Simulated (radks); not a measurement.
Cd4+, 44 electrons, occupied as [Kr] 4d8 (the NIST ground configuration). Method: non-relativistic Kohn-Sham, MS2 meta-GGA, spin-polarised, spherical densities, point nucleus; open shells are filled with parallel spins first (spin-orbit coupling, left out, can overturn this in heavy ions); meta-GGA in the generalised Kohn-Sham scheme; relativity is left out, which matters for an element this heavy; computed with a radial shooting solver on a logarithmic mesh with Libxc functionals.

Radial electron density D(r) = 4 pi r^2 rho(r):

r (bohr),D(r) (e/bohr),spin D(r)
0.002982,6.521,-0.0000840
0.003852,10.01,-0.000129
0.005016,15.18,-0.000195
0.006479,22.02,-0.000281
0.008437,30.98,-0.000392
0.01099,41.23,-0.000513
0.01419,50.89,-0.000614
0.01848,58.06,-0.000650
0.02406,60.01,-0.000512
0.03108,56.81,0.0000707
0.04047,52.50,0.00222
0.0527,54.34,0.00963
0.06808,64.72,0.0316
0.08864,75.86,0.0907
0.1145,74.00,0.210
0.1491,59.87,0.396
0.1942,53.22,0.556
0.2508,60.52,0.511
0.3266,59.25,0.196
0.4252,37.24,-0.0123
0.5493,19.45,0.442
0.7153,18.67,1.49
0.9314,19.46,2.13
1.203,12.65,1.73
1.567,4.955,0.834
2.024,1.283,0.245
2.635,0.1903,0.0369
3.431,0.01378,0.00239

D(r) has 4 maxima, at r = 0.0229, 0.0976, 0.285, 0.846 bohr, and minima at 0.0438, 0.188, 0.624 bohr, inside which lie 2.02, 11.30, 28.97 electrons.
